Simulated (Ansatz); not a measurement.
Ideal-gas functions of `C[Si](O)F` radical at 600 K and 1 bar, from an Ansatz frequency run at PBE0-D4/def2-TZVP.

Molar mass 79.13 g/mol, point group C1 (symmetry number 1), electronic degeneracy 2, moments of inertia 73.173, 80.186, 137.1 u Å². Harmonic wavenumbers (cm⁻¹, unscaled): 126, 210, 233, 283, 345, 677, 743, 772, 828, 875, 926, 1259, 1435, 1444, 3051, 3141, 3160, 3920.

Use S(trans) = R[1.5 ln M + 2.5 ln T − 1.1517]; rotational temperatures θ = 24.2544 K / I; S(rot) = R[ln(√π/σ · √(T³/θAθBθC)) + 1.5]; for each mode x = 1.438777 ν̃/T, S = R[x/(eˣ − 1) − ln(1 − e⁻ˣ)] and H = RT x/(eˣ − 1); 1 cm⁻¹ = 0.0119627 kJ/mol; R = 8.31446 J/(mol·K).

Q: By hand: the entropy, in J/(mol·K).

A: Translation 177.9. Rotation: θ = 0.3315, 0.3025, 0.1769 K, giving 113.8. Vibration, mode by mode: 18.30, 14.11, 13.26, 11.70, 10.12, 5.14, 4.53, 4.29, 3.86, 3.53, 3.20, 1.71, 1.22, 1.20, 0.05, 0.04, 0.04, 0.01, in all 96.3. Electronic 5.8. Sum 393.8 J/(mol·K).

Q: By hand: H − E and G − E in kJ/mol, counted from the electronic energy.

A: Zero-point energy ½ × 23428 × 0.0119627 = 140.1; thermal vibration 30.4; translation, rotation and pV give 4 RT = 20.0. H − E = 190.5 kJ/mol, and G − E = 190.5 − 600 × 393.8/1000 = -45.8 kJ/mol.

Vibration gives 24 % of the entropy, 18.3 J/(mol·K) of it from the mode under 150 cm⁻¹: soft modes count most, and the harmonic formula is weakest for them. The sum counts one conformer and one mirror image; others add a mixing term.
